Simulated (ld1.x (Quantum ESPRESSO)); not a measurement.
# What one change does to a pseudopotential (chromium, PAW)

chromium, PAW, made with ld1.x (Quantum ESPRESSO) 7.5 (PBEsol, scalar-relativistic). Core [Ar], reference 3d5 4s1 4p0. Waves: 4s (bound): rcut 2.65, rcutus 3.00 bohr; 4s channel at 1.7 Ry: rcut 2.65, rcutus 3.00 bohr; 4p (bound, empty): rcut 3.20, rcutus 4.30 bohr; 4p channel at 0.3 Ry: rcut 3.20, rcutus 4.30 bohr; 3d (bound): rcut 1.60, rcutus 2.25 bohr; 3d channel at 0.9 Ry: rcut 1.60, rcutus 2.25 bohr. Local part: all-electron potential smoothed inside 2.15 bohr (lloc = -2). Core correction: a·sin(br)/r model core, default radius (core density twice the valence density). Augmentation charge: PSQ, inside the norm-conserving radii.

Change: wave 4s channel at 1.7 Ry: rcut 2.65, rcutus 3.00 bohr becomes 4s channel at 3.03 Ry: rcut 2.65, rcutus 3.00 bohr.

Cutoffs: the cutoffs (Ry, on a coarse ladder) from which the occupation-weighted sum of valence levels, in a spherical-Bessel basis at the reference potential, stays within 10 and 1 mRy of its value at 400 Ry; they do not see the model core or the augmentation charge, which bear on the density cutoff. Errors are all-electron minus pseudo energies relative to the spin-unpolarised reference configuration.

Q: What does the change do?

A: The potential gets neither clearly harder nor softer (18 Ry and 30 Ry → 18 Ry and 30 Ry); the errors of the 6 common tests hardly move; the range in which the s phases agree widens (upper end 3.2 → at the end of the scan); neither file shows a bound ghost at the reference potential, the only one tested.

| quantity | base | changed |
| --- | --- | --- |
| cutoff, loose | 18 Ry | 18 Ry |
| cutoff, tight | 30 Ry | 30 Ry |
| bound ghosts | none | none |
| tests counted (converged, no solver errors) | 6 of 7 | 6 of 7 |
| error for 3d5 4s0 4p0, meV [ΔE 6.87 eV] | -11 | -11 |
| error for 3d4 4s0 4p0, meV [ΔE 22.89 eV] | -101 | -101 |
| error for 3d3 4s0 4p0, meV [ΔE 53.59 eV] | -976 | -976 |
| error for 3d4 4s1 4p1, meV [ΔE 3.54 eV] | -79 | -79 |
| error for 3d4 4s2 4p0, meV [ΔE -0.09 eV] | -84 | -84 |
| error for 3d5 4s0.5 4p0, meV [ΔE 2.71 eV] | -2.5 | -2.6 |
| s: phases at 4.67 bohr within 0.05 rad from the reference energy up to (Ry; the scan ends near 5) | 3.2 | to the end of the scan |
| p: phases at 4.67 bohr within 0.05 rad from the reference energy up to (Ry; the scan ends near 5) | 1.1 | 1.1 |
| d: phases at 4.67 bohr within 0.05 rad from the reference energy up to (Ry; the scan ends near 5) | 4.5 | 4.5 |
| lowest overlap eigenvalue by channel | s 0.64, p 0.70, d 0.17 | s 0.66, p 0.70, d 0.17 |

Base: Tests not counted: 3d2 4s0 4p0 (solver errors, printed error -30.3 eV). Changed file: Tests not counted: 3d2 4s0 4p0 (solver errors, printed error -30.3 eV).
